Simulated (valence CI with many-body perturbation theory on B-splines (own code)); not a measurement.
# Se27+: key properties

Computed by relativistic CI+MBPT: five valence electrons over a frozen Dirac-Fock core [He], a basis of 9 s, 9 p, 8 d, 6 f, 3 g, 1 h functions for each j, with the one-electron correlation potential Σ1, the two-electron term Σ2, the three-electron term Σ3, Breit, model QED; selected CI, second order for the rest (own B-spline code, finite nucleus).

The last digits are not significant, and no measured levels were compared; by estimate large intervals hold to a few tenths of a per cent, small ones and those within an open d or f shell to about a per cent. Among the levels kept, up to 1500 cm⁻¹ of a level comes from second order outside the variational space, and about a tenth of that is noise between levels of different J, which matters for small intervals.

Levels are named by their leading jj configuration (3d3/2^4 stands for four electrons in 3d with j = 3/2), which in mixed levels can hold well under half, so a name can repeat and another be missing.

Rates and lifetimes use the calculated energies. Strong lines usually hold to 10 to 20 %, long lifetimes can be off by a factor of two.

Problem. What is the ground level?

Solution. (2s^2 2p1/2^2 2p3/2) J=3/2, composition 54 % 2s²2p³ ⁴S° + 31 % 2s²2p³ ²P° + 15 % 2s²2p³ ²D°, g = 1.608.

Problem. How well does LS coupling describe the low levels?

Solution. Among the lowest 20 levels the leading LS term, summed over configurations, holds 74 % on average. For single configurations the figures are 73 % in LS and 87 % in jj coupling. Terms mix most in the J = 1/2 level at 1953.5 × 10³ cm⁻¹, where the leading one holds 41 %.

Problem. Among levels below 15007 × 10³ cm⁻¹, which E1 lines absorb most strongly from the ground level?

Solution. to (2s^2 2p1/2 2p3/2 3d3/2) J=3/2 at 0.6893 nm, f = 0.425; to (2s^2 2p1/2 2p3/2 3d3/2) J=5/2 at 0.6900 nm, f = 0.358; to (2s^2 2p1/2^2 3d5/2) J=5/2 at 0.7076 nm, f = 0.308.

Problem. Where does the other parity begin?

Solution. At (2s 2p1/2^2 2p3/2^2) J=5/2, 1225.7 × 10³ cm⁻¹.

Problem. Name the longest-lived excited levels whose lifetime is computed, and their main decay.

Solution. (2s^2 2p1/2 2p3/2^2) J=5/2 at 390.49 × 10³ cm⁻¹ lives 10.1 μs, mostly by M1 to (2s^2 2p1/2^2 2p3/2) J=3/2; (2s^2 2p1/2 2p3/2^2) J=3/2 at 298.57 × 10³ cm⁻¹ lives 1.85 μs, mostly by M1 to (2s^2 2p1/2^2 2p3/2) J=3/2; (2s^2 2p1/2 2p3/2^2) J=1/2 at 513.92 × 10³ cm⁻¹ lives 1.29 μs, mostly by M1 to (2s^2 2p1/2^2 2p3/2) J=3/2.

Problem. What are the static dipole polarisabilities of the lowest levels?

Solution. (2s^2 2p1/2^2 2p3/2) J=3/2 0.00332 (tensor 0.00031); (2s^2 2p1/2 2p3/2^2) J=3/2 0.00353 (tensor 0.00043); (2s^2 2p1/2 2p3/2^2) J=5/2 0.00336 (tensor 0.00024); (2s^2 2p1/2 2p3/2^2) J=1/2 0.00303 bohr³, of which the core gives 6.59e-06.

Problem. What is the ionisation energy?

Solution. 2963.2 eV; NIST lists 2964 ± 22 eV (semi-empirical).
